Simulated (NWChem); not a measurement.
Molecule: C₃H₄F₂Si; SMILES F[SiH2]C(=C=C)F

```xyz
10

C      1.5082    -2.1873     0.0000
C      0.4759    -1.3852     0.0000
C     -0.5085    -0.5225     0.0000
F     -1.8186    -0.9464     0.0000
Si    -0.3687     1.3447     0.0000
F      1.1982     1.7276     0.0000
H      1.9581    -2.5397    -0.9270
H      1.9581    -2.5397     0.9270
H     -1.0121     1.8972     1.2168
H     -1.0121     1.8972    -1.2168
```
Atoms are numbered in this order, from 1.

Computed with NWChem. Pople sets run with spherical d functions. Coordinates come from a B3LYP/6-31G* (spherical d) optimisation. Level PBE/6-31G*: energy and gradient on several grids; changes count from the extra-fine grid, which is no exact limit either.

Problem. Which is the coarsest grid (medium; fine; xfine; coarse; xcoarse) from which on the energy stays within 100 μHa and each gradient component within 200 μHa/bohr of xfine?

Solution. medium.
| grid | size of the energy change (μHa) | largest change of a gradient component (μHa/bohr) | time, medium = 1 (rough) |
|---|---|---|---|
| xcoarse | 800 | 5000 | about 1 |
| coarse | 90 | 400 | about 1 |
| medium | < 10 | 80 | about 1 |
| fine | < 10 | < 30 | about 1 |
| xfine | < 10 | < 30 | 2 |
